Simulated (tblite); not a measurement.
Compound: C₄H₈ClFSi₂.
Numbering: `[CH2:1]=[CH:2][Si@@H:3]([Cl:4])/[C:5]([F:6])=[CH:7]\[SiH3:8]` (hydrogens: H9, H10 on C1; H11 on C2; H12 on Si3; H13 on C7; H14, H15, H16 on Si8)

Cartesian coordinates in Å at the GFN2-xTB level; atoms count from 1:
```xyz
16
C4H8ClFSi2 angstrom
C     -3.383   -0.339    0.714
C     -2.369   -0.345   -0.140
Si    -0.702    0.474    0.154
Cl    -0.676    1.409    1.946
C      0.623   -0.892    0.172
F      0.083   -2.151    0.153
C      1.946   -0.792    0.199
Si     2.919    0.815    0.226
H     -4.318   -0.835    0.503
H     -3.320    0.165    1.665
H     -2.488   -0.873   -1.078
H     -0.374    1.453   -0.883
H      2.508   -1.719    0.216
H      2.668    1.539    1.472
H      2.539    1.642   -0.923
H      4.337    0.459    0.130
```

Computed with GFN2-xTB (tblite): harmonic, unscaled wavenumbers at the GFN2-xTB geometry, gas phase. Errors from tens to a few hundred cm⁻¹ against measured bands are possible. Modes of hydrogen on silicon can be 10 to 20 % off. One conformer, not necessarily the lowest. The optimisation stopped once no atom felt more than 0.01 eV/Å.

Lowest wavenumbers of the output (negative numbers stand for imaginary wavenumbers):
```
mode    cm-1
  1     -33.0
  2      43.3
  3      47.2
  4      85.4
  5     112.8
  6     129.8
  7     153.7
  8     176.2
```

Problem. Is this structure a minimum?

Solution. Not by this Hessian. 1 mode is imaginary beyond 20i (33i cm⁻¹), so at this level the point lies at or near a first-order saddle. The curvature is small, so loose convergence or finite differences may be the whole cause.

Problem. Which atoms move in the imaginary mode?

Solution. 33i: H15 (Si–H hydrogen) 19 %, H14 (Si–H hydrogen) 17 %, Cl4 (silicon-bound chlorine) 17 %, Si8 (SiH3 silicon) 15 %. These are shares of the mass-weighted motion.

Problem. What is the remedy?

Solution. Step along that mode in both directions, optimise again with tighter thresholds and repeat the frequencies. The zero-point energy of this point (62.0 kcal/mol) counts the 41 real modes alone, and thermal corrections from it aren't those of a minimum.
